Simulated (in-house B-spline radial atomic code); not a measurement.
## Ionising the rubidium ion Rb⁷⁺ with different functionals

Computed with an all-electron radial atomic-structure program (B-spline basis): scalar-relativistic (spin-free X2C) Hamiltonian, Fermi nucleus of rms radius 4.2036 fm, spin-polarised at highest spin, spherical fractional occupations for the functionals, and exact exchange of hybrids averaged over the configuration. The ionisation energy is the difference of two self-consistent energies, [Ar] 3d10 4s2 → [Ar] 3d10 4s1, without Breit or QED terms; ε is the level of the shell that loses the electron (its least bound occupied spin orbital). There is no spin-orbit coupling in this Hamiltonian.

```json
{"method": "PBE0", "rung": "global hybrid", "ΔSCF (eV)": "133.04", "-ε(4s) (eV)": "127.07"}
{"method": "B3LYP", "rung": "global hybrid", "ΔSCF (eV)": "133.61", "-ε(4s) (eV)": "127.13"}
{"method": "TPSSh", "rung": "global hybrid", "ΔSCF (eV)": "132.83", "-ε(4s) (eV)": "125.95"}
{"method": "M06-2X", "rung": "global hybrid", "ΔSCF (eV)": "133.10", "-ε(4s) (eV)": "127.69"}
{"method": "BHandHLYP", "rung": "global hybrid", "ΔSCF (eV)": "?", "-ε(4s) (eV)": "?"}
{"method": "r2SCAN0", "rung": "global hybrid", "ΔSCF (eV)": "?", "-ε(4s) (eV)": "?"}
{"method": "B97-1", "rung": "global hybrid", "ΔSCF (eV)": "133.40", "-ε(4s) (eV)": "126.72"}
{"method": "HSE06", "rung": "range-separated hybrid", "ΔSCF (eV)": "133.13", "-ε(4s) (eV)": "126.86"}
{"method": "wB97X", "rung": "range-separated hybrid", "ΔSCF (eV)": "132.68", "-ε(4s) (eV)": "130.10"}
{"method": "CAM-B3LYP", "rung": "range-separated hybrid", "ΔSCF (eV)": "133.61", "-ε(4s) (eV)": "129.05"}
{"method": "LC-wPBE", "rung": "range-separated hybrid", "ΔSCF (eV)": "133.39", "-ε(4s) (eV)": "130.57"}
```

(1) What does r2SCAN0 give?

(2) What does BHandHLYP give?

(3) Among the functionals, which spreads more, the ΔSCF values or the orbital energies?

(4) How do they compare with the NIST value?

## Answers

(1) ΔSCF 132.43 eV, and -ε(4s) = 127.30 eV.

(2) ΔSCF 132.89 eV, and -ε(4s) = 128.82 eV.

(3) The orbital energies: ΔSCF values span about 1.18 eV and the orbital energies 4.62 eV.

(4) NIST lists 132.8 eV ± 0.25 (semi-empirical, ground level to ground level). Errors run from -0.36 to +0.82 eV; TPSSh is closest (+0.04 eV), though others lie within the uncertainty of it, and part of that can be cancellation, since the calculations leave out Breit-QED terms.
